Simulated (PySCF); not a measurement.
**Working out the ionisation energy of Ne²⁺**

Ne²⁺ [He] 2s2 2p4 (3P) → Ne³⁺ [He] 2s2 2p3 (4S). Computed with PySCF 2.14 in dyall-acv3z, with no relativity, point nucleus. Frozen: nothing; the 5 highest virtual orbitals dropped. Energies in hartree (1 hartree = 27.21139 eV):

```csv
part,Ne²⁺ (lower),Ne³⁺ (upper)
UHF,-126.381003,-124.109072
CCSD correlation,-0.224238,-0.176771
(T),-0.001870,-0.001119
```

Problem. What does Hartree-Fock give?

Solution. (-124.109072) − (-126.381003) = 2.271931 hartree = 61.822 eV.

Problem. What do CCSD and CCSD(T) give?

Solution. The CCSD correlation energies differ by 0.047467 hartree = 1.292 eV and the triples by 0.000751 hartree = 0.020 eV, so CCSD gives 63.114 eV and CCSD(T) 63.134 eV.

A first-order spin-orbit estimate adds 0.038 eV to CCSD(T) (valence and next inner shell), giving 63.172 eV against 63.423 eV (measured; NIST Atomic Spectra Database, ionization energies).

What remains against the reference includes basis incompleteness and higher excitations.
